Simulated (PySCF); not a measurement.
A single-point calculation

[Yb(H2O)4]3+ (singlet in the valence; each metal's 4f electrons, 13 of them, lie in its core potential, out of spins and levels). PySCF 2.14.0, RKS PBE0, Yb lcecp-1-SVP with ECP59, O def2-SVP, H def2-SVP; non-relativistic Hamiltonian with scalar-relativistic core potentials where named; density fitting; no spin-orbit coupling. The geometry is an unrelaxed template.

```python
mol = gto.M(atom='''
Yb     0.00000     0.00000     0.00000
O      1.38420     1.38420     1.38420
H      1.72480     1.18040     2.26930
H      1.72480     2.26930     1.18040
O     -1.38420    -1.38420     1.38420
H     -1.72480    -1.18040     2.26930
H     -1.72480    -2.26930     1.18040
O      1.38420    -1.38420    -1.38420
H      1.72480    -2.26930    -1.18040
H      1.72480    -1.18040    -2.26930
O     -1.38420     1.38420    -1.38420
H     -1.72480     2.26930    -1.18040
H     -1.72480     1.18040    -2.26930''',
    basis={'Yb': 'lcecp-1-SVP', 'O': 'def2-SVP', 'H': 'def2-SVP'},
    ecp={'Yb': 'lcecp-1-SVP'},
    charge=3, spin=0)
mf = dft.RKS(mol, xc='PBE0')
mf.grids.atom_grid = (50, 194)  # f atoms: unpruned, at least (60, 302)
mf = mf.density_fit()  # fitting sets: Yb AutoAux, O def2-universal-JKFIT, H def2-universal-JKFIT
mf.conv_tol = 1e-08; mf.max_cycle = 55
mf.kernel(dm0)  # dm0: free metal ions and neutral atoms
```

Run from Python with OMP_NUM_THREADS=2; the lines above give its settings. Where DIIS fails, smearing, a level shift and second-order steps follow.
It took 5.9 s on 2 threads of AMD EPYC 7R43 64-Core Processor (Zen 3), with other jobs on the host, peak memory 0.79 GiB.

Q: Where do the frontier levels lie, over both spins?

A: HOMO -23.98 eV, LUMO -15.96 eV. The 4f levels lie in the core potential and are missing.

Q: What are the Mulliken charges and spins?

A: 
| atom | charge (e) | spin (e) |
| --- | --- | --- |
| Yb1 | 1.831 | 0.000 |
| O2 | -0.323 | 0.000 |
| H3 | 0.308 | 0.000 |
| H4 | 0.308 | 0.000 |
| O5 | -0.323 | 0.000 |
| H6 | 0.308 | 0.000 |
| H7 | 0.308 | 0.000 |
| O8 | -0.323 | 0.000 |
| H9 | 0.308 | 0.000 |
| H10 | 0.308 | 0.000 |
| O11 | -0.323 | 0.000 |
| H12 | 0.308 | 0.000 |
| H13 | 0.308 | 0.000 |
The spin of the 4f electrons in the core isn't counted.

An lcecp potential fixes the number of 4f electrons, so in runs with it no electron can move into or out of that shell.
